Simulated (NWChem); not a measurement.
F₄Sn

```xyz
5

F      0.0000    -1.5745     1.1134
Sn     0.0000     0.0000     0.0000
F      0.0000     1.5745     1.1134
F      1.5745     0.0000    -1.1134
F     -1.5745     0.0000    -1.1134
```
Charge 0, spin multiplicity 1.

All runs are NWChem calculations. The geometry was optimised at PBE/def2-SVP with def2 effective core potentials on Sn, a minimum by its harmonic frequencies.

Symmetry labels belong to the abelian group C2v used in the runs, with the axes of the coordinates shown; states degenerate in a higher group split over its labels.

Effective core potentials replace the inner electrons of Sn; spin-orbit coupling is left out. The correlated methods keep 8 core orbitals frozen. The structure started from a generated list of species.

**Question.** List the 4 singlet excitations that EOM-CCSD/def2-SVP with def2 effective core potentials on Sn, 8 core orbitals frozen gives, with oscillator strengths.

**Answer.** 
| state | symmetry | energy (eV) | wavelength (nm) | f |
|---|---|---|---|---|
| 1 | b2 | 7.63 | 163 | 0.000 |
| 2 | a2 | 7.63 | 163 | 0.000 |
| 3 | b1 | 8.10 | 153 | 0.141 |
| 4 | a1 | 8.10 | 153 | 0.141 |
These are the lowest roots of each symmetry, so higher states are missing between them.
